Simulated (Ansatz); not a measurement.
**Molecular dynamics of C2H6FNSi**

The input (input.yaml):

```yaml
crystal:
  periodic: [false, false, false]
  atoms:
    - { symbol: C, position_ang: [-1.2339, -0.30183, 1.103833] }
    - { symbol: Si, position_ang: [0.485026, -0.156947, 0.393653] }
    - { symbol: F, position_ang: [0.890581, -1.52239, -0.458006] }
    - { symbol: C, position_ang: [0.659324, 0.9915, -1.079388] }
    - { symbol: "N", position_ang: [1.006658, 0.408641, -2.198579] }
    - { symbol: H, position_ang: [-1.521476, 0.631889, 1.596731] }
    - { symbol: H, position_ang: [-1.290049, -1.102156, 1.848019] }
    - { symbol: H, position_ang: [-1.97311, -0.510892, 0.325329] }
    - { symbol: H, position_ang: [1.458622, 0.065446, 1.445455] }
    - { symbol: H, position_ang: [0.494368, 2.080651, -1.076031] }
    - { symbol: H, position_ang: [1.089356, -0.640912, -1.880316] }
magnetization:
  spin_polarized: true
basis:
  gaussian: { orbitals: STO-3G }
hamiltonian:
  xc: pbe0
  dispersion: d4
md:
  timestep: 1.0
  n_steps: 109
  ensemble: nve
  temperature: 2000.0
  initial_velocities: maxwell_boltzmann
  seed: 68519
```

Command:

```bash
$ ansatz run input.yaml --threads 1 --pin off --max-ram 2048MiB --backend cpu --events-out ev --progress --plain --runs-dir out
```

It starts from a relaxed structure.

Output, in part (step lines, the closing report, with atoms numbered from 0):

```
md step     0: t =     0.00 fs  T =  2000.0 K  F+E_penalty+E_count = -14070.97926349 eV  E_kin = 2.326680 eV  conserved = -14068.65258351 eV  (27 SCF iters)
[... lines left out ...]
Total energy: -14069.64199927 eV, -517.0498067273 hartree
Atom 0 at    -1.246854    -0.247564     1.115618 Å, force    -1.653073     0.735877    -0.263489 eV/Å
Atom 1 at     0.510706    -0.234313     0.384736 Å, force    -0.235856    -1.535921    -1.565969 eV/Å
Atom 2 at     0.889669    -1.775253    -0.217469 Å, force    -0.282913     1.654905     0.465282 eV/Å
Atom 3 at     0.679316     1.008698    -1.171101 Å, force    -0.294020    -3.820880     4.248847 eV/Å
Atom 4 at     0.946307     0.789115    -2.378307 Å, force     3.390055    -3.331592    -4.786707 eV/Å
Atom 5 at    -1.522240     0.841838     0.965907 Å, force    -0.123227    -1.160345     1.002479 eV/Å
Atom 6 at    -1.449558    -0.599631     2.201426 Å, force     0.988529     0.974402    -2.063410 eV/Å
Atom 7 at    -2.023383    -0.778078     0.485057 Å, force     1.275482     0.314062     0.534043 eV/Å
Atom 8 at     1.409927     0.060413     1.452300 Å, force     0.556553     0.344994     0.329868 eV/Å
Atom 9 at     0.453730     1.997742    -1.170882 Å, force    -1.964385     4.561441     1.846598 eV/Å
Atom 10 at     1.445692    -0.215355    -2.509871 Å, force    -1.657145     1.263056     0.252458 eV/Å
Dipole moment:    -0.057481    -0.043173     0.381800 e Å
```

The steps, from the saved trajectory:

```tsv
time (fs)	T (K)	potential energy less start (eV)	conserved less start (meV/atom)
0	2000	0.000	0.00
3	988	1.219	3.83
6	404	1.916	5.35
9	1212	0.939	2.03
12	1145	1.040	4.15
15	800	1.444	4.38
18	1084	1.102	3.35
21	979	1.239	4.64
24	795	1.447	4.18
27	1081	1.113	3.97
30	1049	1.149	3.87
33	888	1.326	2.97
36	902	1.327	4.48
39	1382	0.732	1.17
42	889	1.328	3.27
45	634	1.637	4.40
48	1243	0.902	1.89
51	1217	0.958	4.23
54	1142	1.033	3.21
57	835	1.410	4.94
60	685	1.582	4.80
63	917	1.297	3.35
66	1151	1.035	4.36
69	1221	0.928	1.97
72	690	1.571	4.27
75	985	1.222	3.73
78	1455	0.652	1.60
81	904	1.326	4.61
84	771	1.466	3.37
87	918	1.292	3.04
90	896	1.333	4.40
93	1071	1.117	3.28
96	1152	1.035	4.42
99	923	1.304	4.66
102	903	1.316	3.57
105	1005	1.212	4.95
108	1309	0.810	0.53
```

The run went to its last step. The conserved energy wandered by up to 5.5 meV per atom (net 4.4 meV per atom), which is poor conservation. Over the second half the temperature averaged 0.49 of the 2000 K drawn at the start: a run that starts near a minimum puts about half its kinetic energy into the potential. A run of 0.11 ps of so small a system gives no equilibrium averages. Limits of this set-up: minimal basis.

The same pairs are bonded in the first frame and the last. Pairs count as bonded within 1.25 times the sum of covalent radii (0.12 Å more for H–H).

Last frame:

```xyz
11
Properties=species:S:1:pos:R:3
C -1.247 -0.248 1.116
Si 0.511 -0.234 0.385
F 0.890 -1.775 -0.217
C 0.679 1.009 -1.171
N 0.946 0.789 -2.378
H -1.522 0.842 0.966
H -1.450 -0.600 2.201
H -2.023 -0.778 0.485
H 1.410 0.060 1.452
H 0.454 1.998 -1.171
H 1.446 -0.215 -2.510
```

The run took 10 min on 1 thread of Intel(R) Xeon(R) Platinum 8259CL CPU @ 2.50GHz (Skylake/Cascade Lake), on a shared host, peak memory 0.15 GiB.
